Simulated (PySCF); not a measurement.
Noncovalent pair: PH3 (SMILES P) (first 4 atoms) with ClH3Si (SMILES [SiH3]Cl); geometry from B3LYP-D3(BJ)/def2-TZVP, rigid monomers moved along the line of their centres of mass till P1···Cl6 is 3.31 Å.
(charge 0, multiplicity 1):
```xyz
9

P      0.11014    -0.29787     0.05659
H      1.35460    -0.92605     0.31148
H      0.32098    -0.24325    -1.34629
H      0.62145     1.00531     0.27669
Si    -0.88719    -0.71208     3.81332
Cl     0.94033     0.07235     3.23801
H     -1.58893     0.30534     4.62015
H     -0.63283    -1.92200     4.61957
H     -1.65577    -1.04183     2.59981
```

Counterpoise-corrected where a basis set is named; no monomer relaxation. Rows marked so take none.

Rows in 3-21G, 6-31G*, STO-3G carry no dispersion term and start afresh at each structure (6-31G* with six Cartesian d functions).

Codes used: PySCF for 3-21G rows, 6-31G* rows, STO-3G rows. Values without a source in brackets are computed.

Problem. One of these levels gives -53.7 meV for the interaction energy. Name it.
A) HF/6-31G*
B) M06-2X/6-31G* (no counterpoise)
C) B3LYP/3-21G (no counterpoise)
D) HF/STO-3G (no counterpoise)

Solution. B, M06-2X/6-31G* (no counterpoise). The others give 61.6 (HF/STO-3G (no counterpoise)), 143.2 (HF/6-31G*), -25.5 (B3LYP/3-21G (no counterpoise))
